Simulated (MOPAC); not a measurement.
MOPAC input (PM6):

```
PM6 1SCF GEO-OK AUX(PRECISION=9) THREADS=1
H2F2Si

Si    0.23221123 1   -0.14228547 1    0.35668380 1
F    -0.90078658 1   -0.95744892 1   -0.40825915 1
F     0.39676744 1    1.26628240 1   -0.36593023 1
H     1.49823902 1   -0.87873003 1    0.23656190 1
H    -0.21302390 1    0.09122531 1    1.73756926 1
```

Output:

```
 *******************************************************************************
 **                                                                           **
 **                              MOPAC v23.2.5                                **
 **                                                                           **
 *******************************************************************************
 ** MOPAC's Digital Object Identifier: https://doi.org/10.5281/zenodo.6511958 **
 **                                                                           **
 ** Please cite the open-source release paper for use of this MOPAC version:  **
 ** J. E. Moussa and J. J. P. Stewart (2026)                                  **
 ** MOPAC: An open-source semiempirical molecular orbital program             **
 ** J. Open Source Softw., 11(119), 8025, https://doi.org/10.21105/joss.08025 **
 *******************************************************************************

                              PM6 CALCULATION RESULTS

 *******************************************************************************
 *  PM6        - The PM6 Hamiltonian to be used
 *  GEO-OK     - OVERRIDE INTERATOMIC DISTANCE AND OTHER SAFETY CHECKS
 *  1SCF       - DO 1 SCF AND THEN STOP
 *  AUX        - OUTPUT AUXILIARY INFORMATION
 *******************************************************************************
PM6 1SCF GEO-OK AUX(PRECISION=9) THREADS=1
 H2F2Si

   ATOM   CHEMICAL          X               Y               Z
  NUMBER   SYMBOL      (ANGSTROMS)     (ANGSTROMS)     (ANGSTROMS)

     1      Si          0.23221123  *  -0.14228547  *   0.35668380  *
     2       F         -0.90078658  *  -0.95744892  *  -0.40825915  *
     3       F          0.39676744  *   1.26628240  *  -0.36593023  *
     4       H          1.49823902  *  -0.87873003  *   0.23656190  *
     5       H         -0.21302390  *   0.09122531  *   1.73756926  *

          CARTESIAN COORDINATES

    NO.       ATOM           X           Y           Z

     1        Si          0.2322     -0.1423      0.3567
     2         F         -0.9008     -0.9574     -0.4083
     3         F          0.3968      1.2663     -0.3659
     4         H          1.4982     -0.8787      0.2366
     5         H         -0.2130      0.0912      1.7376

 General Reference for PM6:
 "Optimization of Parameters for Semiempirical Methods V: Modification of NDDO Approximations
 and Application to 70 Elements", J. J. P. Stewart, J. Mol. Mod., 13, 1173-1213 (2007)
 URL: https://link.springer.com/article/10.1007/s00894-007-0233-4

           Empirical Formula: H2 Si F2  =     5 atoms

      MOLECULAR POINT GROUP   :   C2v

      RHF CALCULATION, NO. OF DOUBLY OCCUPIED LEVELS = 10

 -------------------------------------------------------------------------------
 PM6 1SCF GEO-OK AUX(PRECISION=9) THREADS=1
 H2F2Si

     1SCF WAS SPECIFIED, SO BFGS WAS NOT USED
     SCF FIELD WAS ACHIEVED

                              PM6 CALCULATION
                                                       MOPAC v23.2.5 Linux

          FINAL HEAT OF FORMATION =       -186.71222 KCAL/MOL =    -781.20393 KJ/MOL

          COSMO AREA              =         88.83 SQUARE ANGSTROMS
          COSMO VOLUME            =         74.76 CUBIC ANGSTROMS

          IONIZATION POTENTIAL    =         11.509245 EV
          HOMO LUMO ENERGIES (EV) =        -11.509 -0.111
          NO. OF FILLED LEVELS    =         10
          MOLECULAR WEIGHT        =         68.0981         POINT GROUP:  C2v

          MOLECULAR DIMENSIONS (Angstroms)

            Atom       Atom       Distance
            F     3    F     2     2.57496
            H     5    H     4     2.47432
            F     2    H     4     1.72891

          SCF CALCULATIONS        =          1

   ATOM   CHEMICAL          X               Y               Z
  NUMBER   SYMBOL      (ANGSTROMS)     (ANGSTROMS)     (ANGSTROMS)

     1      Si          0.23221123  *  -0.14228547  *   0.35668380  *
     2       F         -0.90078658  *  -0.95744892  *  -0.40825915  *
     3       F          0.39676744  *   1.26628240  *  -0.36593023  *
     4       H          1.49823902  *  -0.87873003  *   0.23656190  *
     5       H         -0.21302390  *   0.09122531  *   1.73756926  *

                             CARTESIAN COORDINATES

   1   Si        0.232211230    -0.142285470     0.356683800
   2    F       -0.900786580    -0.957448920    -0.408259150
   3    F        0.396767440     1.266282400    -0.365930230
   4    H        1.498239020    -0.878730030     0.236561900
   5    H       -0.213023900     0.091225310     1.737569260

           Empirical Formula: H2 Si F2  =     5 atoms

      MOLECULAR POINT GROUP   :   C2v

                  EIGENVALUES
 -40.80876 -40.56050 -18.37121 -16.23997 -16.08095 -15.82808 -15.62447 -15.28955
 -13.78336 -11.50925  -0.11087   0.22822   0.81076   1.28899   1.29919   1.88687
   4.04997   4.52103   4.60626

              NET ATOMIC CHARGES AND DIPOLE CONTRIBUTIONS

  ATOM NO.   TYPE          CHARGE      No. of ELECS.   s-Pop       p-Pop       d-Pop
    1         Si           0.636191        3.3638     1.08372     1.14041     1.13967
    2          F          -0.317051        7.3171     1.93097     5.38608
    3          F          -0.317051        7.3171     1.93097     5.38608
    4          H          -0.001045        1.0010     1.00104
    5          H          -0.001045        1.0010     1.00104
 DIPOLE           X         Y         Z       TOTAL
 POINT-CHG.     1.471    -0.901     2.259     2.842
 HYBRID        -0.670     0.411    -1.030     1.295
 SUM            0.800    -0.490     1.229     1.547

          ATOMIC ORBITAL ELECTRON POPULATIONS

     Atom    s        px        py        pz      x^2-y^2     xz        z^2       yz        xy
    1 Si   1.08372   0.43918   0.26905   0.43218   0.20546   0.14576   0.32355   0.18201   0.28289
    2  F   1.93097   1.75664   1.80223   1.82721
    3  F   1.93097   1.87042   1.68275   1.83291
    4  H   1.00104
    5  H   1.00104

 **********************
 *                    *
 * JOB ENDED NORMALLY *
 *                    *
 **********************

 == MOPAC DONE ==
```

The geometry given is a B3LYP-D3(BJ)/def2-TZVP minimum.
